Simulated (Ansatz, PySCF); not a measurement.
Ligand exchange on a metal centre used in film growth or etching (W F-OH). Gas-phase values, no solvent. One relaxed conformer stands for each flexible species; it need not be the lowest.

Quantity: redistribution energy (mixed species minus the weighted end members), in kcal/mol.

Level 1: frozen-core CCSD(T)/def2-TZVPP // TPSS-D3(BJ)/def2-SVP (Ansatz, a quantum-chemistry and plane-wave program)
Level 2: PBE-D3(BJ)/def2-TZVP // TPSS-D3(BJ)/def2-SVP (PySCF)
Level 3: B3LYP/6-31G* (LANL2DZ on W) // TPSS-D3(BJ)/def2-SVP (PySCF)
Level 4: B3LYP/LANL2DZ // TPSS-D3(BJ)/def2-SVP (PySCF)

| species | level 1 | level 2 | level 3 | level 4 |
|---|---|---|---|---|
| 3 of 6 F replaced by OH: [W(F)3(OH)3] | -3.62 | -3.85 | -2.60 | -19.7 |
| 2 of 6 F replaced by OH: [W(F)4(OH)2] | -3.15 | -3.21 | -1.72 | -17.5 |
| 5 of 6 F replaced by OH: [W(F)(OH)5] | -2.65 | -2.59 | -2.77 | -7.96 |
